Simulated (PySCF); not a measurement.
## Working out the ionisation energy of As

As [Ar] 3d10 4s2 4p3 (4S) → As⁺ [Ar] 3d10 4s2 4p2 (3P). Calculation: PySCF 2.14, in def2-TZVPPD (7s5p5d1f, 54 functions); the non-relativistic Hamiltonian (point nucleus). Frozen: [Ne]. Energies in hartree (1 hartree = 27.21139 eV):

```tsv
part	As (lower)	As⁺ (upper)
UHF	-2234.194503	-2233.847346
MP2 opposite-spin	-0.198084	-0.189884
MP2 same-spin	-0.100713	-0.088842
```

Problem. What does Hartree-Fock give?

Solution. (-2233.847346) − (-2234.194503) = 0.347157 hartree = 9.447 eV.

Problem. What do MP2 and SCS-MP2 (6/5 opposite-spin, 1/3 same-spin) give?

Solution. The opposite-spin parts differ by 0.223 eV and the same-spin parts by 0.323 eV. MP2: 9.447 + (0.223) + (0.323) = 9.993 eV. SCS-MP2: 9.447 + 1.2 × (0.223) + (0.323)/3 = 9.822 eV.

Measured between the centres of the two terms (NIST): 10.008 eV, so MP2 (valence and next inner shell) is off by -0.015 eV.

The calculation is non-relativistic.

What remains against the reference includes basis incompleteness, the frozen core and correlation beyond second order.
